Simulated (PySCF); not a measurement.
Computed beside measured shifts

System: C8H20O4Si (measured compound), SMILES CCO[Si](OCC)(OCC)OCC.

Atom-mapped SMILES (hydrogens are numbered by the atom that bears them): [CH3:1][CH2:2][O:3][Si:4]([O:5][CH2:6][CH3:7])([O:8][CH2:9][CH3:10])[O:11][CH2:12][CH3:13]

Level of theory: GIAO PBE0/pcSseg-1, IEF-PCM chloroform, PySCF SCF with an in-house response code, fitting set def2-universal-JFIT up to Ne and JKFIT beyond, grid level 2, non-relativistic, geometry: PBE0-D3(BJ)/def2-SVP.

One optimised conformer. Values are averaged over the atoms that symmetry or fast rotation interchanges, on this one geometry and without vibrational averaging. Shifts are the reference shielding less the shielding here, at the same level (13C, 1H, 29Si against isolated TMS; 17O against isolated H2O); nuclei without a reference have shieldings only.

Question: What shifts does this level give for Si4, Si4, and how do they compare with measurement?

Answer: 
| atom | nucleus | computed / ppm | measured / ppm | computed less measured | measured against | medium of the measurement |
| --- | --- | --- | --- | --- | --- | --- |
| Si4 | 29Si | -86.1 | -82.22 | -3.9 | TMS (internal) | neat |
| Si4 | 29Si | -86.1 | -81.97 | -4.1 | TMS (internal) | ethanol |

Measured values: T. M. Alam, M. Henry, Phys. Chem. Chem. Phys. (a906445a), supplement.
